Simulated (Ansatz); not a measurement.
Z-matrix (Å, degrees):
```
Si
C 1 1.928
B 1 2.466 2 37.4
C 1 1.848 2 47.3 3 -128.1
H 1 1.475 2 114.3 3 123.3
H 1 1.472 2 122.9 3 -25.8
H 2 1.089 1 109.8 3 -122.6
H 3 1.197 1 124.2 2 103.4
H 3 1.202 1 92.9 2 -126.9
H 4 1.084 1 119.4 2 -109.5
H 4 1.086 1 115.6 2 109.4
```

Charge 0, multiplicity 1.

Q: List the CAM-B3LYP/def2-TZVPP orbital energies in eV (Ansatz 0.2.0). (Best estimate.)

A: Computed: Occupied: -1801.49, -279.05, -278.90, -184.70, -146.09, -101.45, -101.39, -101.39, -24.03, -18.85, -16.41, -15.56, -14.22, -12.96, -11.78, -11.12, -11.04, -10.02, -8.43. Lowest empty: 0.73, 0.87, 1.70, 1.86, 2.53, 2.83, 3.48, 3.59.
